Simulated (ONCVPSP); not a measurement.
**Ce: ONCV pseudisation with PBEsol, scalar-relativistic reference atom.**

Input for ONCVPSP 4.0.1:

```
# ATOM AND REFERENCE CONFIGURATION
# atsym  z   nc   nv     iexc    psfile
  Ce 58.00    8    6  -116133      upf
#
#   n    l    f
    1    0    2.00
    2    0    2.00
    2    1    6.00
    3    0    2.00
    3    1    6.00
    3    2   10.00
    4    0    2.00
    4    1    6.00
    4    2   10.00
    4    3    1.00
    5    0    2.00
    5    1    6.00
    5    2    2.00
    6    0    1.00
#
# PSEUDOPOTENTIAL AND OPTIMIZATION
# lmax
    3
#
#   l,   rc,      ep,       ncon, nbas, qcut
    0    2.65    0.00    4    9    4.50
    1    1.95    0.00    4    7    4.90
    2    1.50    0.00    3    8   12.70
    3    1.85    0.00    3    8   10.80
#
# LOCAL POTENTIAL
# lloc, lpopt,  rc(5),   dvloc0
    4    5    1.40    0.00
#
# VANDERBILT-KLEINMAN-BYLANDER PROJECTORs
# l, nproj, debl
    0    2    1.10
    1    2    1.30
    2    2    1.50
    3    1    4.00
#
# MODEL CORE CHARGE
# icmod, fcfact, rcfact
    1    0.75    0.00
#
# LOG DERIVATIVE ANALYSIS
# epsh1, epsh2, depsh
   -5.00    5.00    0.04
#
# OUTPUT GRID
# rlmax, drl
    6.00    0.01
#
# TEST CONFIGURATIONS
# ncnf
    4
# nvcnf
#   n    l    f
    6
    4    2   10.00
    4    3    1.00
    5    0    2.00
    5    1    6.00
    5    2    1.00
    6    0    2.00
#
    6
    4    2   10.00
    4    3    1.00
    5    0    2.00
    5    1    6.00
    5    2    1.00
    6    0    1.00
#
    6
    4    2   10.00
    4    3    1.00
    5    0    2.00
    5    1    6.00
    5    2    1.00
    6    0    0.00
#
    6
    4    2   10.00
    4    3    1.00
    5    0    1.00
    5    1    6.00
    5    2    1.00
    6    0    2.00
#
```

Command:

```bash
oncvpsp.x < Ce.dat > Ce.out
```

Output (shortened: citation, most of the input echo, consistency checks and plot data are left out):

```
ONCVPSP  (Optimized Norm-Conservinng Vanderbilt PSeudopotential)
scalar-relativistic version 4.0.1

#   n    l    f        energy (Ha)
    1    0    2.00    -1.4792083E+03
    2    0    2.00    -2.3680268E+02
    2    1    6.00    -2.1210114E+02
    3    0    2.00    -5.0937261E+01
    3    1    6.00    -4.3082450E+01
    3    2   10.00    -3.1918653E+01
    4    0    2.00    -1.0252275E+01
    4    1    6.00    -7.6876687E+00
    4    2   10.00    -3.9972018E+00
    4    3    1.00    -1.4090520E-01
    5    0    2.00    -1.4341574E+00
    5    1    6.00    -7.9940471E-01
    5    2    2.00    -7.8089682E-02
    6    0    1.00    -1.1843963E-01

Reference configufation results
  iterations    26
  all-electron total energy (Ha)   -8.85706453D+03

Begin loop to  construct optimized pseudo wave functions
and semi-local pseudopoentials for all angular momenta

Calculating optimized projector #   1

 for l=   0

    Fraction of norm inside rc  0.973381
    Optimizing pswf for qcut=   4.50 a_B^-1,  ecut=  10.13 Ha
    Residual kinetic energy error=  2.64D-06 Ha

    Energy error per electron        Cutoff
         Ha          eV             Ha
         0.01000     0.27211        2.80
         0.00100     0.02721        6.42
         0.00010     0.00272        8.13
         0.00001     0.00027        9.37

Calculating optimized projector #   2

 for l=   0

    Fraction of norm inside rc  0.087212
    Optimizing pswf for qcut=   4.50 a_B^-1,  ecut=  10.13 Ha
    Residual kinetic energy error=  4.75D-06 Ha

    Energy error per electron        Cutoff
         Ha          eV             Ha
         0.01000     0.27211        1.84
         0.00100     0.02721        6.05
         0.00010     0.00272        8.13
         0.00001     0.00027        9.62

   Wellstate for l =  1  n =  6
     eigenvalue =   0.5006
     asymptotic potential =   1.0006
     half-point radius =  3.6434

Calculating optimized projector #   1

 for l=   1

    Fraction of norm inside rc  0.665075
    Optimizing pswf for qcut=   4.89 a_B^-1,  ecut=  11.96 Ha
    Residual kinetic energy error=  8.49D-04 Ha

    Energy error per electron        Cutoff
         Ha          eV             Ha
         0.01000     0.27211        7.19
         0.00100     0.02721       11.75
         0.00010     0.00272       33.43
         0.00001     0.00027       40.83

Calculating optimized projector #   2

 for l=   1

    Fraction of norm inside rc  0.147369
    Optimizing pswf for qcut=   4.89 a_B^-1,  ecut=  11.96 Ha
    Residual kinetic energy error=  9.52D-04 Ha

    Energy error per electron        Cutoff
         Ha          eV             Ha
         0.01000     0.27211        6.63
         0.00100     0.02721       11.83
         0.00010     0.00272       22.52
         0.00001     0.00027       38.54

Calculating optimized projector #   1

 for l=   2

    Fraction of norm inside rc  0.985284
    Optimizing pswf for qcut=  12.70 a_B^-1,  ecut=  80.62 Ha
    Residual kinetic energy error=  7.37D-09 Ha

    Energy error per electron        Cutoff
         Ha          eV             Ha
         0.01000     0.27211       45.96
         0.00100     0.02721       54.52
         0.00010     0.00272       61.65
         0.00001     0.00027       67.54

Calculating optimized projector #   2

 for l=   2

    Fraction of norm inside rc  0.072808
    Optimizing pswf for qcut=  12.70 a_B^-1,  ecut=  80.62 Ha
    Residual kinetic energy error=  7.25D-09 Ha

    Energy error per electron        Cutoff
         Ha          eV             Ha
         0.01000     0.27211       37.85
         0.00100     0.02721       48.88
         0.00010     0.00272       57.81
         0.00001     0.00027       65.17

Calculating optimized projector #   1

 for l=   3

    Fraction of norm inside rc  0.884859
    Optimizing pswf for qcut=  10.80 a_B^-1,  ecut=  58.27 Ha
    Residual kinetic energy error=  1.28D-06 Ha

    Energy error per electron        Cutoff
         Ha          eV             Ha
         0.01000     0.27211       36.41
         0.00100     0.02721       42.31
         0.00010     0.00272       46.90
         0.00001     0.00027       51.17

Construct Vanderbilt / Kleinmman-Bylander projectors

B matrix Hermiticity error, ll=   0
   1   2    8.5137E-05

  Orthonormal projector coefficients  7.7000E+00  9.3119E-01

B matrix Hermiticity error, ll=   1
   1   2    1.4232E-04

  Orthonormal projector coefficients  7.2638E+00  1.1565E+00

B matrix Hermiticity error, ll=   2
   1   2    5.7620E-04

  Orthonormal projector coefficients -9.3449E+00 -2.6327E+00

Model core correction analysis
  based on d2Exc/dn_idn_j

d2excae - all-electron derivatives

   -3.024153D-02   -2.024846D-02   -7.267607D-03   -4.596463D-03
   -1.116656D-03   -6.127711D-04
   -2.024873D-02   -1.810302D-02   -1.381918D-02   -1.057863D-02
   -3.303541D-03   -8.510325D-04
   -7.267709D-03   -1.379032D-02   -2.514006D-02   -2.157552D-02
   -7.192280D-03   -1.084187D-03
   -4.597116D-03   -1.056042D-02   -2.165287D-02   -2.093962D-02
   -8.837781D-03   -8.437154D-04
   -1.118399D-03   -3.437961D-03   -7.592975D-03   -9.455372D-03
   -6.138764D-03   -4.816906D-04
   -6.138449D-04   -1.001945D-03   -1.407005D-03   -1.456657D-03
   -1.080389D-03   -2.347782D-04

d2excps - pseudofunction derivatives with no core correction

   -4.700360D-02   -2.555619D-02   -1.522483D-02   -5.998442D-03
   -1.796877D-03   -1.227559D-03
   -2.555634D-02   -2.843302D-02   -1.991124D-02   -1.427757D-02
   -3.434052D-03   -1.232126D-03
   -1.522532D-02   -1.988296D-02   -2.112833D-02   -1.948805D-02
   -6.651592D-03   -9.016412D-04
   -5.999157D-03   -1.425964D-02   -1.956509D-02   -2.144263D-02
   -8.870182D-03   -6.977470D-04
   -1.798665D-03   -3.568521D-03   -7.052194D-03   -9.487810D-03
   -6.191751D-03   -4.639801D-04
   -1.228660D-03   -1.383114D-03   -1.224450D-03   -1.310755D-03
   -1.062767D-03   -2.180242D-04

rms 2nd derivative error    4.422041E-03

Polynomial model core charge

d2excps - pseudofunction derivatives with core correction

   -3.101990D-02   -1.965685D-02   -1.130699D-02   -5.082564D-03
   -1.174583D-03   -8.845587D-04
   -1.965693D-02   -2.401681D-02   -1.766825D-02   -1.331799D-02
   -3.294189D-03   -1.047922D-03
   -1.130721D-02   -1.763980D-02   -1.961486D-02   -1.893030D-02
   -6.505179D-03   -7.770557D-04
   -5.083225D-03   -1.329992D-02   -1.900731D-02   -2.117109D-02
   -8.860027D-03   -6.526922D-04
   -1.176325D-03   -3.428642D-03   -6.905762D-03   -9.477624D-03
   -6.171068D-03   -4.499458D-04
   -8.856360D-04   -1.198882D-03   -1.099861D-03   -1.265670D-03
   -1.048704D-03   -2.078745D-04

rms 2nd derivative error    2.108509E-03

Pseudoatom total energy -206.747466

Diagnostic tests using Vanderbilt-Kleinman-Bylander pseudopotentials
  1 or more projectors used as specified by nproj input data

   l    rcore       rmatch      e in        delta e   norm test  slope test

   0   2.6611863   2.7419856  -1.4341574   0.0000004   1.0000872   1.0000789
   0   2.6611863   2.7419856  -0.1184396   0.0000010   0.9999695   0.9999602

   1   1.9614546   2.0210086  -0.7994047  -0.0000046   1.0000774   1.0000908
   1   1.9614546   2.0210086   0.5005953   0.0000008   1.0002524   1.0002524

   2   1.5075340   1.5533060  -3.9972018  -0.0000049   1.0003746   1.0003716
   2   1.5075340   1.5533060  -0.0780897   0.0000144   1.0000867   1.0000759

   3   1.8586449   1.9150774  -0.1409052  -0.0000007   1.0000002   0.9999993

 Testing for bound ghosts
   n   l    E NL Schr. Eq   E Basis Diag.   E Cutoff

   1   0       -1.434157       -1.434157     49.64
       0                       -0.162752     49.64  WARNING - GHOST(-)
   2   0       -0.118439       -0.105100     49.64

   2   1       -0.799409       -0.799257     57.78

   3   2       -3.997207       -3.997196    153.08
   4   2       -0.078075       -0.001435    153.08

   4   3       -0.140906       -0.140329     85.89

 Testing for highly-localized positive-energy ghosts
       l    <radius>/rc     E Basis Diag.   E Cutoff

       1        0.826516        5.025055     57.78  WARNING - GHOST(+)

Test configuration 0

   n   l     f        eae           eps        diff
   1   0  2.0000-1479.20832300
   2   0  2.0000 -236.80268017
   2   1  6.0000 -212.10113606
   3   0  2.0000  -50.93726061
   3   1  6.0000  -43.08244955
   3   2 10.0000  -31.91865265
   4   0  2.0000  -10.25227482
   4   1  6.0000   -7.68766867
   4   2 10.0000   -3.99720176   -3.99720663   -4.87D-06
   4   3  1.0000   -0.14090520   -0.14090590   -6.98D-07
   5   0  2.0000   -1.43415738   -1.43415697    4.08D-07
   5   1  6.0000   -0.79940471   -0.79940930   -4.59D-06
   5   2  2.0000   -0.07808968   -0.07807524    1.44D-05
   6   0  1.0000   -0.11843963   -0.11843867    9.61D-07

    Total energies and differences
      AE_ref= -8.85706453D+03  AE_tst= -8.85706453D+03  dif=  0.00D+00
      PS_ref= -2.06747466D+02  PS_tst= -2.06747466D+02  dif=  1.79D-10
      PSP excitation error= -1.79D-10

Test configuration 1

   n   l     f        eae           eps        diff
   1   0  2.0000-1479.26609353
   2   0  2.0000 -236.86337912
   2   1  6.0000 -212.16169766
   3   0  2.0000  -50.99695435
   3   1  6.0000  -43.14214780
   3   2 10.0000  -31.97864035
   4   0  2.0000  -10.31169821
   4   1  6.0000   -7.74718653
   4   2 10.0000   -4.05703306   -4.05646865    5.64D-04
   4   3  1.0000   -0.19929244   -0.19910449    1.88D-04
   5   0  2.0000   -1.49249139   -1.49188047    6.11D-04
   5   1  6.0000   -0.85350157   -0.85344498    5.66D-05
   5   2  1.0000   -0.11293552   -0.11307006   -1.35D-04
   6   0  2.0000   -0.13855678   -0.13852330    3.35D-05

    Total energies and differences
      AE_ref= -8.85706453D+03  AE_tst= -8.85709784D+03  dif= -3.33D-02
      PS_ref= -2.06747466D+02  PS_tst= -2.06780780D+02  dif= -3.33D-02
      PSP excitation error=  1.83D-06

Test configuration 2

   n   l     f        eae           eps        diff
   1   0  2.0000-1479.48567196
   2   0  2.0000 -237.08205517
   2   1  6.0000 -212.38042259
   3   0  2.0000  -51.21548495
   3   1  6.0000  -43.36068182
   3   2 10.0000  -32.19715395
   4   0  2.0000  -10.53009734
   4   1  6.0000   -7.96555743
   4   2 10.0000   -4.27530756   -4.27624255   -9.35D-04
   4   3  1.0000   -0.41689111   -0.41725974   -3.69D-04
   5   0  2.0000   -1.71016152   -1.71004512    1.16D-04
   5   1  6.0000   -1.07056202   -1.07053288    2.91D-05
   5   2  1.0000   -0.31549597   -0.31559566   -9.97D-05
   6   0  1.0000   -0.31301902   -0.31298025    3.88D-05

    Total energies and differences
      AE_ref= -8.85706453D+03  AE_tst= -8.85687355D+03  dif=  1.91D-01
      PS_ref= -2.06747466D+02  PS_tst= -2.06556479D+02  dif=  1.91D-01
      PSP excitation error= -5.50D-06

Test configuration 3

   n   l     f        eae           eps        diff
   1   0  2.0000-1479.74220500
   2   0  2.0000 -237.33729388
   2   1  6.0000 -212.63572931
   3   0  2.0000  -51.47034267
   3   1  6.0000  -43.61554524
   3   2 10.0000  -32.45201665
   4   0  2.0000  -10.78456376
   4   1  6.0000   -8.21996346
   4   2 10.0000   -4.52953901   -4.53245619   -2.92D-03
   4   3  1.0000   -0.66956148   -0.67061649   -1.06D-03
   5   0  2.0000   -1.96251852   -1.96307571   -5.57D-04
   5   1  6.0000   -1.32083019   -1.32080115    2.90D-05
   5   2  1.0000   -0.54453599   -0.54455956   -2.36D-05

    Total energies and differences
      AE_ref= -8.85706453D+03  AE_tst= -8.85646791D+03  dif=  5.97D-01
      PS_ref= -2.06747466D+02  PS_tst= -2.06150815D+02  dif=  5.97D-01
      PSP excitation error= -3.28D-05

Test configuration 4

   n   l     f        eae           eps        diff
   1   0  2.0000-1479.73115771
   2   0  2.0000 -237.32044713
   2   1  6.0000 -212.61923814
   3   0  2.0000  -51.44972644
   3   1  6.0000  -43.59497262
   3   2 10.0000  -32.43175383
   4   0  2.0000  -10.75916029
   4   1  6.0000   -8.19387758
   4   2 10.0000   -4.50122003   -4.53285307   -3.16D-02
   4   3  1.0000   -0.62161924   -0.63605698   -1.44D-02
   5   0  1.0000   -1.88332622   -1.89988538   -1.66D-02
   5   1  6.0000   -1.22344410   -1.22686824   -3.42D-03
   5   2  1.0000   -0.41365105   -0.41441435   -7.63D-04
   6   0  2.0000   -0.36370174   -0.36429139   -5.90D-04

    Total energies and differences
      AE_ref= -8.85706453D+03  AE_tst= -8.85541579D+03  dif=  1.65D+00
      PS_ref= -2.06747466D+02  PS_tst= -2.05090658D+02  dif=  1.66D+00
      PSP excitation error= -8.07D-03
```

Note: ghosts flagged at negative energy: s at -4.4 eV; GHOST(+) flagged for p at 136.7 eV. A true bound ghost makes a file unfit for plane-wave use.

The run took about 6.5 s on one core of a shared server CPU.
